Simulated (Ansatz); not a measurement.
Molecule: sum formula GaBrF₂ (charge 0, singlet). 
Structure (B3LYP-D3(BJ)/def2-TZVP (Ansatz, a quantum-chemistry and plane-wave program) minimum search):
```
Ga
F 1 1.7413
F 1 1.7413 2 115.75
Br 1 2.2527 2 122.13 3 180.00
```
Charge 0, spin multiplicity 1.

Basis-set convergence of Hartree-Fock and CCSD correlation energies (hartree) with Ansatz. Correlated levels leave the core frozen unless marked. Spin-orbit coupling is left out. The frozen core is the preceding noble-gas configuration, with the filled d and f shells of earlier blocks. Non-relativistic.

```
basis        functions        E(HF)  E(corr, CCSD)
-----------  ---------  -----------  -------------
aug-cc-pVDZ        118  -4694.66030       -0.60920
aug-cc-pVTZ        210  -4694.85965       -0.76645
aug-cc-pVQZ        346  -4694.88142       -0.82307
```

Extrapolating the two largest sets (X = 3 and 4) as X^-3: E(corr) = (64·(-0.82307) - 27·(-0.76645))/37 = -0.8644 Eh, an estimate of the basis-set limit. The largest set recovers 95.2 % of it, the smallest 70.5 %.
